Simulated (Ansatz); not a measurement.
The pair A = C3H9Ga (SMILES [CH3][Ga]([CH3])[CH3]) (first 13 atoms), B = C2H6S (SMILES CSC); geometry from B3LYP-D3(BJ)/def2-TZVP.
(charge 0, multiplicity 1):
```json
[
 {"atom": "C", "x (Å)": "-1.5103", "y (Å)": "0.3300", "z (Å)": "0.5318"},
 {"atom": "Ga", "x (Å)": "0.3100", "y (Å)": "-0.2675", "z (Å)": "1.1328"},
 {"atom": "C", "x (Å)": "1.8191", "y (Å)": "1.0387", "z (Å)": "0.9665"},
 {"atom": "C", "x (Å)": "0.7047", "y (Å)": "-2.2305", "z (Å)": "1.0905"},
 {"atom": "H", "x (Å)": "-1.5457", "y (Å)": "0.3011", "z (Å)": "-0.5609"},
 {"atom": "H", "x (Å)": "-1.7380", "y (Å)": "1.3558", "z (Å)": "0.8295"},
 {"atom": "H", "x (Å)": "-2.3096", "y (Å)": "-0.3209", "z (Å)": "0.8925"},
 {"atom": "H", "x (Å)": "2.1788", "y (Å)": "1.0606", "z (Å)": "-0.0656"},
 {"atom": "H", "x (Å)": "2.6638", "y (Å)": "0.7635", "z (Å)": "1.6011"},
 {"atom": "H", "x (Å)": "1.5117", "y (Å)": "2.0550", "z (Å)": "1.2226"},
 {"atom": "H", "x (Å)": "0.9532", "y (Å)": "-2.5371", "z (Å)": "0.0711"},
 {"atom": "H", "x (Å)": "1.5559", "y (Å)": "-2.4857", "z (Å)": "1.7249"},
 {"atom": "H", "x (Å)": "-0.1530", "y (Å)": "-2.8281", "z (Å)": "1.4071"},
 {"atom": "C", "x (Å)": "-0.6155", "y (Å)": "1.6247", "z (Å)": "3.8813"},
 {"atom": "S", "x (Å)": "0.0068", "y (Å)": "-0.0658", "z (Å)": "3.7113"},
 {"atom": "C", "x (Å)": "-1.5136", "y (Å)": "-1.0085", "z (Å)": "3.9822"},
 {"atom": "H", "x (Å)": "-0.9563", "y (Å)": "1.7979", "z (Å)": "4.9007"},
 {"atom": "H", "x (Å)": "0.2161", "y (Å)": "2.2901", "z (Å)": "3.6585"},
 {"atom": "H", "x (Å)": "-1.4217", "y (Å)": "1.8043", "z (Å)": "3.1728"},
 {"atom": "H", "x (Å)": "-1.8664", "y (Å)": "-0.8658", "z (Å)": "5.0023"},
 {"atom": "H", "x (Å)": "-1.2660", "y (Å)": "-2.0567", "z (Å)": "3.8270"},
 {"atom": "H", "x (Å)": "-2.2776", "y (Å)": "-0.7082", "z (Å)": "3.2679"}
]
```

Frozen-core correlation. Filled d and f shells under p-block atoms count as core.

Codes used: Ansatz (a first-principles code) with Gaussian orbitals. Values without a source in brackets are computed.

Total energies (hartree), monomers frozen at their geometry in the pair:

```
structure              PBE/def2-TZVPPD  B3LYP/def2-TZVPPD  CCSD(T)/def2-SVPD
---------------------  ---------------  -----------------  -----------------
AB                       -2521.9552053      -2522.8004780      -2519.4930898
A in the pair's basis    -2044.1666440      -2044.7024590      -2042.3727943
B in the pair's basis     -477.7675986       -478.0822462       -477.0976067
A                        -2044.1663461      -2044.7021475      -2042.3686964
B                         -477.7673763       -478.0820229       -477.0908833
```

**Question.** Work out the interaction energy without and with the counterpoise correction, and the superposition error, for each level.

**Answer.** 
E(AB) − E(A) − E(B), times 627.509 kcal/mol, with the monomers in their own basis and then in the pair's basis:
- PBE/def2-TZVPPD: -13.48 uncorrected, -13.15 corrected; the monomers gain 0.33 kcal/mol from borrowed functions
- B3LYP/def2-TZVPPD: -10.23 uncorrected, -9.90 corrected; the monomers gain 0.34 kcal/mol from borrowed functions
- CCSD(T)/def2-SVPD: -21.03 uncorrected, -14.24 corrected; the monomers gain 6.79 kcal/mol from borrowed functions
